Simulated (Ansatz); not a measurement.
## Molecular dynamics of AlCl$_{3}$FH

The input (input.yaml):

```yaml
crystal:
  periodic: [false, false, false]
  atoms:
    - { symbol: Al, position_ang: [0.016951, -0.350577, -0.060256] }
    - { symbol: Cl, position_ang: [0.019593, 0.042183, 2.245489] }
    - { symbol: Cl, position_ang: [1.826636, 0.21176, -0.924543] }
    - { symbol: Cl, position_ang: [-1.823204, 0.139059, -0.90417] }
    - { symbol: F, position_ang: [0.056417, -1.991682, 0.639431] }
    - { symbol: H, position_ang: [0.048906, -1.346943, 1.74485] }
basis:
  gaussian: { orbitals: def2-SVP }
hamiltonian:
  xc: pbe0
md:
  timestep: 0.5
  n_steps: 200
  ensemble: nve
  temperature: 100.0
  initial_velocities: maxwell_boltzmann
  seed: 6686
```

Run as:

```bash
$ ansatz run input.yaml --threads 2 --pin off --max-ram 3072MiB --backend cpu --events-out ev --progress --plain --runs-dir out
```

It starts at the highest image of a converged band, a first-order saddle point between two minima.

Output, in part (one step line in 4, the closing report, with atoms numbered from 0):

```
md step     0: t =     0.00 fs  T =   100.0 K  F+E_penalty+E_count = -46870.28113778 eV  E_kin = 0.051704 eV  conserved = -46870.22943378 eV  (24 SCF iters)
md step     4: t =     2.00 fs  T =    97.6 K  F+E_penalty+E_count = -46870.27987069 eV  E_kin = 0.050439 eV  conserved = -46870.22943191 eV  (22 SCF iters)
md step     8: t =     4.00 fs  T =    91.3 K  F+E_penalty+E_count = -46870.27663745 eV  E_kin = 0.047210 eV  conserved = -46870.22942759 eV  (22 SCF iters)
md step    12: t =     6.00 fs  T =    83.3 K  F+E_penalty+E_count = -46870.27250007 eV  E_kin = 0.043077 eV  conserved = -46870.22942264 eV  (22 SCF iters)
md step    16: t =     8.00 fs  T =    76.0 K  F+E_penalty+E_count = -46870.26868822 eV  E_kin = 0.039270 eV  conserved = -46870.22941849 eV  (22 SCF iters)
md step    20: t =    10.00 fs  T =    71.2 K  F+E_penalty+E_count = -46870.26622518 eV  E_kin = 0.036809 eV  conserved = -46870.22941621 eV  (23 SCF iters)
md step    24: t =    12.00 fs  T =    70.1 K  F+E_penalty+E_count = -46870.26568618 eV  E_kin = 0.036270 eV  conserved = -46870.22941642 eV  (23 SCF iters)
md step    28: t =    14.00 fs  T =    72.9 K  F+E_penalty+E_count = -46870.26709268 eV  E_kin = 0.037674 eV  conserved = -46870.22941842 eV  (23 SCF iters)
md step    32: t =    16.00 fs  T =    78.4 K  F+E_penalty+E_count = -46870.26995472 eV  E_kin = 0.040533 eV  conserved = -46870.22942182 eV  (22 SCF iters)
md step    36: t =    18.00 fs  T =    85.2 K  F+E_penalty+E_count = -46870.27347877 eV  E_kin = 0.044054 eV  conserved = -46870.22942495 eV  (22 SCF iters)
md step    40: t =    20.00 fs  T =    91.8 K  F+E_penalty+E_count = -46870.27689840 eV  E_kin = 0.047472 eV  conserved = -46870.22942678 eV  (23 SCF iters)
md step    44: t =    22.00 fs  T =    97.4 K  F+E_penalty+E_count = -46870.27977343 eV  E_kin = 0.050347 eV  conserved = -46870.22942675 eV  (25 SCF iters)
md step    48: t =    24.00 fs  T =   101.9 K  F+E_penalty+E_count = -46870.28210968 eV  E_kin = 0.052684 eV  conserved = -46870.22942546 eV  (23 SCF iters)
md step    52: t =    26.00 fs  T =   106.1 K  F+E_penalty+E_count = -46870.28425729 eV  E_kin = 0.054834 eV  conserved = -46870.22942370 eV  (23 SCF iters)
md step    56: t =    28.00 fs  T =   110.7 K  F+E_penalty+E_count = -46870.28667845 eV  E_kin = 0.057256 eV  conserved = -46870.22942293 eV  (23 SCF iters)
md step    60: t =    30.00 fs  T =   116.6 K  F+E_penalty+E_count = -46870.28972410 eV  E_kin = 0.060302 eV  conserved = -46870.22942246 eV  (23 SCF iters)
md step    64: t =    32.00 fs  T =   124.0 K  F+E_penalty+E_count = -46870.29353650 eV  E_kin = 0.064113 eV  conserved = -46870.22942319 eV  (23 SCF iters)
md step    68: t =    34.00 fs  T =   132.8 K  F+E_penalty+E_count = -46870.29806138 eV  E_kin = 0.068637 eV  conserved = -46870.22942396 eV  (23 SCF iters)
md step    72: t =    36.00 fs  T =   142.5 K  F+E_penalty+E_count = -46870.30310649 eV  E_kin = 0.073681 eV  conserved = -46870.22942509 eV  (23 SCF iters)
md step    76: t =    38.00 fs  T =   152.8 K  F+E_penalty+E_count = -46870.30841799 eV  E_kin = 0.078992 eV  conserved = -46870.22942575 eV  (23 SCF iters)
md step    80: t =    40.00 fs  T =   163.2 K  F+E_penalty+E_count = -46870.31379003 eV  E_kin = 0.084364 eV  conserved = -46870.22942621 eV  (23 SCF iters)
md step    84: t =    42.00 fs  T =   173.4 K  F+E_penalty+E_count = -46870.31908524 eV  E_kin = 0.089659 eV  conserved = -46870.22942641 eV  (23 SCF iters)
md step    88: t =    44.00 fs  T =   183.2 K  F+E_penalty+E_count = -46870.32416800 eV  E_kin = 0.094741 eV  conserved = -46870.22942677 eV  (25 SCF iters)
md step    92: t =    46.00 fs  T =   192.4 K  F+E_penalty+E_count = -46870.32892876 eV  E_kin = 0.099502 eV  conserved = -46870.22942674 eV  (22 SCF iters)
md step    96: t =    48.00 fs  T =   201.0 K  F+E_penalty+E_count = -46870.33333701 eV  E_kin = 0.103910 eV  conserved = -46870.22942677 eV  (22 SCF iters)
md step   100: t =    50.00 fs  T =   208.8 K  F+E_penalty+E_count = -46870.33736638 eV  E_kin = 0.107940 eV  conserved = -46870.22942687 eV  (22 SCF iters)
md step   104: t =    52.00 fs  T =   215.8 K  F+E_penalty+E_count = -46870.34099419 eV  E_kin = 0.111561 eV  conserved = -46870.22943315 eV  (22 SCF iters)
md step   108: t =    54.00 fs  T =   222.0 K  F+E_penalty+E_count = -46870.34421136 eV  E_kin = 0.114778 eV  conserved = -46870.22943339 eV  (22 SCF iters)
md step   112: t =    56.00 fs  T =   227.3 K  F+E_penalty+E_count = -46870.34696252 eV  E_kin = 0.117529 eV  conserved = -46870.22943386 eV  (22 SCF iters)
md step   116: t =    58.00 fs  T =   231.5 K  F+E_penalty+E_count = -46870.34913871 eV  E_kin = 0.119705 eV  conserved = -46870.22943405 eV  (22 SCF iters)
md step   120: t =    60.00 fs  T =   234.5 K  F+E_penalty+E_count = -46870.35067239 eV  E_kin = 0.121238 eV  conserved = -46870.22943440 eV  (22 SCF iters)
md step   124: t =    62.00 fs  T =   236.0 K  F+E_penalty+E_count = -46870.35147145 eV  E_kin = 0.122037 eV  conserved = -46870.22943468 eV  (22 SCF iters)
md step   128: t =    64.00 fs  T =   236.0 K  F+E_penalty+E_count = -46870.35147016 eV  E_kin = 0.122036 eV  conserved = -46870.22943442 eV  (22 SCF iters)
md step   132: t =    66.00 fs  T =   234.6 K  F+E_penalty+E_count = -46870.35071409 eV  E_kin = 0.121280 eV  conserved = -46870.22943413 eV  (22 SCF iters)
md step   136: t =    68.00 fs  T =   231.8 K  F+E_penalty+E_count = -46870.34926862 eV  E_kin = 0.119835 eV  conserved = -46870.22943375 eV  (22 SCF iters)
md step   140: t =    70.00 fs  T =   227.9 K  F+E_penalty+E_count = -46870.34725075 eV  E_kin = 0.117818 eV  conserved = -46870.22943295 eV  (22 SCF iters)
md step   144: t =    72.00 fs  T =   223.2 K  F+E_penalty+E_count = -46870.34484297 eV  E_kin = 0.115410 eV  conserved = -46870.22943254 eV  (22 SCF iters)
md step   148: t =    74.00 fs  T =   218.0 K  F+E_penalty+E_count = -46870.34214516 eV  E_kin = 0.112713 eV  conserved = -46870.22943231 eV  (22 SCF iters)
md step   152: t =    76.00 fs  T =   212.3 K  F+E_penalty+E_count = -46870.33920860 eV  E_kin = 0.109777 eV  conserved = -46870.22943126 eV  (22 SCF iters)
md step   156: t =    78.00 fs  T =   206.2 K  F+E_penalty+E_count = -46870.33605054 eV  E_kin = 0.106619 eV  conserved = -46870.22943148 eV  (22 SCF iters)
md step   160: t =    80.00 fs  T =   199.5 K  F+E_penalty+E_count = -46870.33257406 eV  E_kin = 0.103142 eV  conserved = -46870.22943181 eV  (22 SCF iters)
md step   164: t =    82.00 fs  T =   192.0 K  F+E_penalty+E_count = -46870.32870902 eV  E_kin = 0.099277 eV  conserved = -46870.22943178 eV  (22 SCF iters)
md step   168: t =    84.00 fs  T =   183.8 K  F+E_penalty+E_count = -46870.32446004 eV  E_kin = 0.095023 eV  conserved = -46870.22943695 eV  (22 SCF iters)
md step   172: t =    86.00 fs  T =   174.9 K  F+E_penalty+E_count = -46870.31984368 eV  E_kin = 0.090407 eV  conserved = -46870.22943629 eV  (22 SCF iters)
md step   176: t =    88.00 fs  T =   165.5 K  F+E_penalty+E_count = -46870.31502931 eV  E_kin = 0.085594 eV  conserved = -46870.22943540 eV  (22 SCF iters)
md step   180: t =    90.00 fs  T =   156.3 K  F+E_penalty+E_count = -46870.31023709 eV  E_kin = 0.080802 eV  conserved = -46870.22943478 eV  (25 SCF iters)
md step   184: t =    92.00 fs  T =   147.4 K  F+E_penalty+E_count = -46870.30563860 eV  E_kin = 0.076205 eV  conserved = -46870.22943403 eV  (22 SCF iters)
md step   188: t =    94.00 fs  T =   139.2 K  F+E_penalty+E_count = -46870.30141125 eV  E_kin = 0.071977 eV  conserved = -46870.22943377 eV  (22 SCF iters)
md step   192: t =    96.00 fs  T =   131.9 K  F+E_penalty+E_count = -46870.29762540 eV  E_kin = 0.068191 eV  conserved = -46870.22943403 eV  (22 SCF iters)
md step   196: t =    98.00 fs  T =   125.3 K  F+E_penalty+E_count = -46870.29422906 eV  E_kin = 0.064795 eV  conserved = -46870.22943426 eV  (22 SCF iters)
md step   200: t =   100.00 fs  T =   119.4 K  F+E_penalty+E_count = -46870.29116167 eV  E_kin = 0.061727 eV  conserved = -46870.22943487 eV  (25 SCF iters)
Total energy: -46870.29118869 eV, -1722.4514313599 hartree
Atom 0 at    -0.014566    -0.624869    -0.251590 Å, force    -0.211583     0.075591     0.371688 eV/Å
Atom 1 at     0.140639     0.257831     2.364933 Å, force    -0.086404    -0.239712    -0.248598 eV/Å
Atom 2 at     1.778758     0.273056    -0.763450 Å, force     0.265854     0.039184    -0.186455 eV/Å
Atom 3 at    -1.829823     0.165605    -0.896168 Å, force    -0.037116     0.016031    -0.023185 eV/Å
Atom 4 at    -0.031643    -2.186965     0.323489 Å, force     0.083067     0.082638     0.080540 eV/Å
Atom 5 at     0.211813    -0.997566     2.673589 Å, force    -0.013818     0.026268     0.006011 eV/Å
Dipole moment:     0.058776    -0.042248     0.544978 e Å
```

The run went to its last step. The conserved energy stayed within 0.003 meV per atom of its start (net change -0.00017 meV per atom), so the integration is sound. The kinetic energy rose, since the run started high on the potential surface and went downhill. A run of 0.1 ps of so small a system gives no equilibrium averages. The orbitals stay closed-shell, which can raise the energy where a bond breaks towards radicals; this wasn't checked here.

Between its relaxed ends the band would form Cl2–H6 and break F5–H6. These pairs go: Cl2–H6 1.48 → 1.29 Å, F5–H6 1.28 → 2.65 Å. In the last frame they stand as after the step (other bonds may differ from the relaxed reactants and products). It ends as one piece, AlCl3FH. Pairs count as bonded within 1.25 times the sum of covalent radii (0.12 Å more for H–H).

Last frame:

```xyz
6
Properties=species:S:1:pos:R:3
Al -0.015 -0.625 -0.252
Cl 0.141 0.258 2.365
Cl 1.779 0.273 -0.763
Cl -1.830 0.166 -0.896
F -0.032 -2.187 0.324
H 0.212 -0.998 2.674
```

Run time: 4.7 min on 2 threads of Intel(R) Xeon(R) Platinum 8488C (Sapphire Rapids) (shared host), peak memory 0.22 GiB.
